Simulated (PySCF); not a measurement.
**Correlation energy of Sb (antimony, neutral)**

[Kr] 4d10 5s2 5p2 5d1, one real determinant (an excited configuration). Calculation: PySCF 2.14, in aug-cc-pVTZ-PP with one added diffuse shell each of d, f type with ECP28MDF (6s5p5d3f, 67 functions); a scalar-relativistic core potential. Frozen: 4s2 4p6 4d10; 5 electrons correlated.

```csv
level,correlation energy (mhartree)
CCSD,-73.27
(T),-6.83
CCSD(T),-80.10
```

Diagnostics: T1 = 0.076, D1 = 0.2397, largest double amplitude 0.451.

The real determinant used has ⟨L²⟩ near 8 against 12 for a pure F term, so it mixes terms. The outer electron is Rydberg-like, and this basis confines it to a smaller radius and binds it less than a complete one would. T1 exceeds 0.03, a sign that the reference determinant is poor. A double-excitation amplitude exceeds 0.15, a sign of near-degeneracy.

Cost of the coupled-cluster step: roughly 4 core-seconds, for 5 correlated electrons.

Iterations:

```
CC2 = 0
CCSD nocc = (np.int64(4), np.int64(1)), nmo = (58, 58)
frozen orbitals [[0, 1, 2, 3, 4, 5, 6, 7, 8], [0, 1, 2, 3, 4, 5, 6, 7, 8]]
max_cycle = 100
direct = 0
conv_tol = 1e-08
conv_tol_normt = 1e-06
diis_space = 8
diis_start_cycle = 0
Init t2, MP2 energy = -0.0534605174465015
Init E_corr(UCCSD) = -0.0534605174471072
cycle = 1  E_corr(UCCSD) = -0.0637880974650454  dE = -0.01032758  norm(t1,t2) = 0.0701902
cycle = 2  E_corr(UCCSD) = -0.0668253827218281  dE = -0.00303728526  norm(t1,t2) = 0.0465499
cycle = 3  E_corr(UCCSD) = -0.069699802393756  dE = -0.00287441967  norm(t1,t2) = 0.0385978
cycle = 4  E_corr(UCCSD) = -0.0700559601525407  dE = -0.000356157759  norm(t1,t2) = 0.0400422
cycle = 5  E_corr(UCCSD) = -0.0700338745987747  dE = 2.20855538e-05  norm(t1,t2) = 0.029364
cycle = 6  E_corr(UCCSD) = -0.0713785979505564  dE = -0.00134472335  norm(t1,t2) = 0.0180929
cycle = 7  E_corr(UCCSD) = -0.0712391796262676  dE = 0.000139418324  norm(t1,t2) = 0.0133353
cycle = 8  E_corr(UCCSD) = -0.072247247351764  dE = -0.00100806773  norm(t1,t2) = 0.011558
cycle = 9  E_corr(UCCSD) = -0.072633542924363  dE = -0.000386295573  norm(t1,t2) = 0.00796568
cycle = 10  E_corr(UCCSD) = -0.0730364044367492  dE = -0.000402861512  norm(t1,t2) = 0.00603334
cycle = 11  E_corr(UCCSD) = -0.0731559415418387  dE = -0.000119537105  norm(t1,t2) = 0.00345679
cycle = 12  E_corr(UCCSD) = -0.0732519596879746  dE = -9.60181461e-05  norm(t1,t2) = 0.00164733
cycle = 13  E_corr(UCCSD) = -0.073254004438545  dE = -2.04475057e-06  norm(t1,t2) = 0.000622637
cycle = 14  E_corr(UCCSD) = -0.0732662827737496  dE = -1.22783352e-05  norm(t1,t2) = 0.000245679
cycle = 15  E_corr(UCCSD) = -0.0732660865021608  dE = 1.96271589e-07  norm(t1,t2) = 4.40331e-05
cycle = 16  E_corr(UCCSD) = -0.0732663494848686  dE = -2.62982708e-07  norm(t1,t2) = 1.48149e-05
cycle = 17  E_corr(UCCSD) = -0.0732662085118205  dE = 1.40973048e-07  norm(t1,t2) = 4.85978e-06
cycle = 18  E_corr(UCCSD) = -0.073266172262972  dE = 3.62488485e-08  norm(t1,t2) = 1.69791e-06
cycle = 19  E_corr(UCCSD) = -0.0732661967473662  dE = -2.44843942e-08  norm(t1,t2) = 6.32084e-07
cycle = 20  E_corr(UCCSD) = -0.0732662305437641  dE = -3.37963978e-08  norm(t1,t2) = 3.54744e-07
cycle = 21  E_corr(UCCSD) = -0.0732662348653107  dE = -4.32154662e-09  norm(t1,t2) = 1.58884e-07
UCCSD converged
E(UCCSD) = -239.0982427999246  E_corr = -0.07326623486531068
UCCSD(T) correction = -0.00682885049365977
```

The reference is one real determinant that mixes LS terms of this configuration.
